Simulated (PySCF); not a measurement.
A GIAO shielding run with PySCF 2.14.0 with density-fitted response routines (density fitting, non-relativistic, gas phase) on SMILES COC(=O)c1cccs1, C$_{6}$H$_{6}$O$_{2}$S:

```
$ OMP_NUM_THREADS=2 python probes_run.py task.json out

{"job": {"kind": "nmr", "xc": "B97-2", "basis": "pcSseg-2", "pop": false}, "charge": 0, "multiplicity": 1}
C      3.101728     0.097297     0.220293
O      1.721380     0.401413     0.382271
C      0.877001    -0.416045    -0.263062
O      1.231291    -1.348482    -0.937393
C     -0.519859    -0.036126    -0.047752
C     -1.607116    -0.678049    -0.580928
C     -2.825928    -0.083738    -0.200453
C     -2.639467     0.999487     0.615111
S     -0.995040     1.297560     0.919320
H      3.384683     0.149745    -0.831833
H      3.319913    -0.903915     0.593925
H      3.639621     0.845606     0.797562
H     -1.502997    -1.543958    -1.220403
H     -3.799796    -0.435984    -0.511893
H     -3.394621     1.636190     1.051449
```

Hardware: 2 threads of an Intel Xeon, shared host. The job also computes ring-centre shieldings.

(1) How large is the calculation?

(2) How long does it take, and how much memory does it need?

(3) And these other runs on the same molecule and hardware: GIAO shielding at KT3/pcSseg-2; GIAO shielding at PBE0/pcSseg-2; GIAO shielding at wB97X-D/pcSseg-2?

## Answers

(1) 74 electrons, 415 basis functions and 1134 auxiliary functions.

(2) 2.9 min of wall time, with 15 SCF cycles and 5 response iterations; peak memory 2.7 GiB. Times on a shared host scatter by some tens of per cent.

(3) KT3/pcSseg-2: 415 functions, 4.6 min; PBE0/pcSseg-2: 415 functions, 2.8 min; wB97X-D/pcSseg-2: 415 functions, 4 min.
